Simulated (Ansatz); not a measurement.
Consider the silylene formation by 1,1-elimination: `CO[SiH](C)F` → `C[Si]F` + CH₃OH.

Calculated with Ansatz (gas phase, PBE0-D4/def2-TZVP geometries, no zero-point term in ΔE). CCSD(T)/CBS is the MP2 limit (def2-TZVPP, def2-QZVPP) plus CCSD(T) − MP2 in def2-TZVPP, frozen cores. This one scheme is used for every species. DFT in def2-TZVPP. B3LYP here is the variant with VWN-RPA as its local correlation; programs differ in this. HSE06 is defined as in plane-wave codes. Each species was taken in one conformer, which may not be the lowest.

```tsv
level	ΔE (kcal/mol)
PBE-D4	71.2
PBE0-D4	75.5
r2SCAN0-D4	80.7
HSE06-D4	75.4
B2PLYP	74.3
revPBE	65.3
B3LYP	70.6
HF/def2-QZVPP	76.8
```

Problem. What does CCSD(T)/CBS give? (An estimate is asked.)

Solution. Computed: +75.4 kcal/mol. The listed levels differ from it by -4.2, 0.1, 5.3, 0.0, -1.1, -10.1, -4.8, 1.4 kcal/mol.

Largest T1 diagnostic among the species: 0.014.

From BLYP to BHLYP (50 % exact exchange), in def2-TZVPP and without D4, ΔE moves by +10.7 kcal/mol. The D4 term adds +3.2 kcal/mol with B3LYP and +1.8 kcal/mol with PBE0; it sums over pairs of atoms, weighted by their polarisabilities, and B3LYP, whose exchange is more repulsive, gets the larger term. At CCSD(T), def2-SVP lies −4.3 kcal/mol from the extrapolated value and def2-TZVPP −0.6 kcal/mol.
